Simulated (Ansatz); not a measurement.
Reaction: BBr3 (SMILES BrB(Br)Br) → BBr2 (SMILES Br[B]Br, doublet) + Br (doublet) (the B-Br bond breaks)
Each species at its own B3LYP-D3(BJ)/def2-TZVP minimum (Ansatz, an electronic-structure program).

Quantity: bond dissociation energy (electronic), in kJ/mol. UHF or UKS for unpaired electrons; spin-orbit terms are left out. Cores are frozen in correlated methods (noble-gas shells, and filled d and f shells in the p block). No relativity. CBS(X,Y): correlation extrapolated as X^-3, Hartree-Fock from the larger set (Q,5: extrapolated as (X+1)exp(-9√X)). A bracket is a step between two methods taken in the basis named. Double hybrids freeze cores in their MP2 part. Spin-orbit terms, left out, reach several kcal/mol for Br and I, and more for heavier atoms.

CCSD(T)/CBS(cc-pVQZ,cc-pV5Z) + [CCSDT(Q) - CCSD(T)]/cc-pVTZ (Ansatz) gives 429.5 kJ/mol.

### Question
What does PBE/def2-TZVPD (Ansatz) give here, and how do the other levels compare?

### Answer
PBE gives 425.5 kJ/mol, 4.0 kJ/mol below it. Differences of the others: B3LYP/def2-TZVPD (Ansatz) -28.3; PBE0/def2-TZVPD (Ansatz) -8.6; wB97M-V/def2-TZVPD (Ansatz) 3.8; B2PLYP/def2-TZVPD (Ansatz) -14.9; CCSD(T)/CBS(cc-pVQZ,cc-pV5Z) (Ansatz) 1.1 kJ/mol.
